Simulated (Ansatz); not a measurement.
`B[CH2][GeH2][Cl]` + CH₃OH → `C[O][GeH2][Cl]` + `BC` at 600 K and 1 bar (ligand exchange at a Ge–C bond).

Isolated molecules relaxed with PBE0-D4/def2-TZVP in Ansatz; ΔE leaves out vibrations. CCSD(T)/CBS adds triple-zeta CCSD(T) − MP2 to the extrapolated MP2 energy (def2 sets, frozen cores). This one scheme is used for every species. For Ge outer-core shells are correlated without core-valence functions, which leaves a few kJ/mol of doubt a bond. Scalar relativity is left out up to krypton. Each species was taken in one conformer, which may not be the lowest.

```
           species  CCSD(T)/CBS energy (Eh)  H − E (kJ/mol)  S (J/(mol·K))
`B[CH2][GeH2][Cl]`              -2602.37417           230.3          439.6
             CH₃OH               -115.61712           163.6          277.3
  `C[O][GeH2][Cl]`              -2652.16457           209.1          431.7
              `BC`                -65.83255           180.5          296.9
```

H − E and S are ideal-gas, rigid-rotor, harmonic terms from PBE0-D4/def2-TZVP, for one conformer and one mirror image of each species. 1 Eh = 2625.50 kJ/mol, R = 8.31446 J/(mol·K).

**Question.** By hand: ΔE, ΔH, ΔS and ΔG.

**Answer.** ΔE = (-2652.16457) + (-65.83255) − (-2602.37417) − (-115.61712) = -0.00583 Eh = -15.3 kJ/mol. Δ(H − E) = 209.1 + 180.5 − 230.3 − 163.6 = -4.3, so ΔH = -19.6 kJ/mol. ΔS = 431.7 + 296.9 − 439.6 − 277.3 = 11.7 J/(mol·K). ΔG = -19.6 − 600 × (11.7)/1000 = -26.6 kJ/mol.

**Question.** By hand: the equilibrium constant, and the temperature at which ΔG would vanish if ΔH and ΔS stayed fixed.

**Answer.** log₁₀ K = −ΔG/(RT ln 10) = 2.3. ΔH and −TΔS have one sign here, so there is no such temperature.

TΔS isn't small against ΔH here. A doubt of 5 kJ/mol in ΔE shifts log₁₀ K by 0.4 here. Other conformers and mirror images would add mixing entropy, several J/(mol·K) or more a flexible species. Modes under 60 cm⁻¹, often nearly free rotors, make the harmonic entropy too high. These are equilibria of isolated gas molecules and say nothing of rates. Largest T1 diagnostic: 0.011 (customary marks: 0.02 for closed shells, 0.045 for open ones).

ΔS is within the doubt of such terms, so its sign, and with it that verdict, could turn.
